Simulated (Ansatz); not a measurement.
Calculated with Ansatz (gas phase, PBE0-D4/def2-TZVP geometries, no zero-point term in ΔE). CCSD(T)/CBS adds triple-zeta CCSD(T) − MP2 to the extrapolated MP2 energy (def2 sets, frozen cores). This one scheme is used for every species. Functionals use def2-TZVPP. B3LYP here is the variant with VWN-RPA as its local correlation; programs differ in this. For Ge outer-core shells are correlated without core-valence functions, which leaves a few kJ/mol of doubt a bond. Scalar relativity is left out up to krypton. Each species was taken in one conformer, which may not be the lowest.

`N[CH2][GeH2][NH2]` + `OBF` → `[NH2][GeH2][O]BF` + CH₃NH₂  (ligand exchange at a Ge–C bond)

`N[CH2][GeH2][NH2]`:

```xyz
12

N    -0.044   -1.886   -0.877
C    -0.600   -0.797   -0.088
Ge    0.785    0.578    0.191
N     0.170    2.150    0.933
H    -0.710   -2.640   -0.990
H     0.208   -1.570   -1.804
H    -0.877   -1.177    0.900
H    -1.499   -0.322   -0.510
H     1.378    0.940   -1.188
H     1.879    0.046    1.130
H    -0.129    2.068    1.895
H    -0.561    2.609    0.408
```

`OBF`:

```xyz
5

O     0.053   -0.950    0.321
B    -0.266    0.253   -0.189
F     0.611    1.254   -0.145
H     0.939   -0.985    0.695
H    -1.336    0.428   -0.682
```

`[NH2][GeH2][O]BF`:

Cartesian coordinates in Å:
```
N 0.802 1.816 -0.226
Ge -0.652 0.748 -0.035
O -0.318 -0.940 -0.589
B -0.025 -1.990 0.181
F 0.234 -3.158 -0.401
H 1.579 1.623 0.388
H 1.136 1.945 -1.170
H -1.022 0.676 1.450
H -1.755 1.226 -0.978
H 0.021 -1.947 1.381
```

CH₃NH₂:

```xyz
7

C     0.386   -0.040   -0.415
N    -0.340    0.128    0.832
H    -0.233   -0.283   -1.291
H     1.125   -0.836   -0.299
H     0.937    0.876   -0.640
H    -0.850   -0.714    1.065
H    -1.025    0.869    0.749
```

(1) Is it downhill or uphill in electronic energy at CCSD(T)/CBS, and by how much? (Best estimate.)

(2) What do these levels give: B3LYP-D4, ωB97M-V, SCS-MP2/def2-TZVPP, MP2/def2-QZVPP, HF/CBS(def2), CCSD/CBS(def2)? (An estimate is asked.)

Largest T1 diagnostic among the species: 0.013.

Answers

(1) Ansatz gave: Downhill: ΔE = -0.69 eV.

(2) Computed: B3LYP-D4 -0.74, ωB97M-V -0.71, SCS-MP2/def2-TZVPP -0.77, MP2/def2-QZVPP -0.70, HF/CBS(def2) -0.93, CCSD/CBS(def2) -0.70 eV.

In def2-TZVPP, CCSD(T) changes the Hartree–Fock value by +0.19 eV (the triples alone add +0.01 eV) and MP2 by +0.19 eV.
